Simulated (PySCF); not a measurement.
Where the electron goes

Compound: C3H3F3O2.
Z-matrix (Å and degrees, GFN2-xTB geometry), rows numbered from 1:
```
F 
C   1  1.3464
F   2  1.3420  1  105.96
O   2  1.3672  1  110.48  3   116.89
C   4  1.3799  2  119.48  1   107.86
O   5  1.3902  4  120.46  2    26.28
C   6  1.3844  5   63.91  4  -113.70
F   7  1.3474  5  119.10  6  -103.94
H   2  1.1028  1  108.85  3  -116.54
H   5  1.0853  4  108.51  2   165.23
H   7  1.0845  5  124.11  6   104.67
```

Computed, not measured: PySCF 2.14.0, density-fitted response routines, TDDFT wB97X-D/def2-SVPD, vertical, gas phase, core orbitals frozen in the response.

Kohn–Sham orbitals with the atoms that hold most of them (Löwdin shares over 4%, at most four atoms; ? is withheld):

| orbital | ε (eV) | atoms |
| --- | --- | --- |
| LUMO+2 | 2.93 | O6 18%, H11 16%, O4 14%, F8 13% |
| LUMO+1 | 2.69 | O6 25%, C2 13%, O4 11%, H9 11% |
| LUMO | 2.16 | ? |
| HOMO | -10.73 | ? |
| HOMO-1 | -12.15 | O6 48%, F3 9%, O4 8%, C5 6% |
| HOMO-2 | -12.69 | O4 32%, O6 19%, C2 12%, F1 10% |
| HOMO-3 | -13.29 | O4 22%, F8 18%, F1 16%, O6 16% |

Which atoms hold the HOMO, and with what shares?

O4 (bonded to 2 C) 26%; O6 (bonded to 2 C) 20%; C7 (bonded to C, F, O and H) 18%; C5 (bonded to C, 2 O and H) 16%. By element: oxygen 46%, carbon 33% or more.

Give the leading atoms of the LUMO.

C7 (bonded to C, F, O and H) 22%; C5 (bonded to C, 2 O and H) 17%; H11 (bonded to C) 14%; H10 (bonded to C) 13%. By element: carbon 39% or more, hydrogen 27% or more.

The HOMO–LUMO gap is 12.90 eV. Where does the response calculation put the lowest singlet, and from which orbitals?

S1 is at 8.53 eV (f = 0.015), 4.36 eV below the gap, made of HOMO→LUMO (91%). Without the coupling terms of the response equations the lowest excitation would equal the gap.

One configuration dominates each of S1, S2 and S8. Which, and how do the shares of the two leading atoms of either orbital change from the occupied to the empty one?

- S1 (8.53 eV, f 0.015), HOMO→LUMO (91%): O4 26% → at most 13%, O6 20% → at most 13%, C7 18% → 22%, C5 16% → 17%
- S2 (9.06 eV, f 0.017), HOMO→LUMO+1 (83%): O4 26% → 11%, O6 20% → 25%, C2 at most 16% → 13%
- S8 (10.39 eV, f 0.043), HOMO-1→LUMO+1 (74%): O6 48% → 25%, F3 9% → at most 11%, C2 at most 7% → 13%

Löwdin shares depend on the basis, the more so with diffuse functions.

One conformer stands for the species.
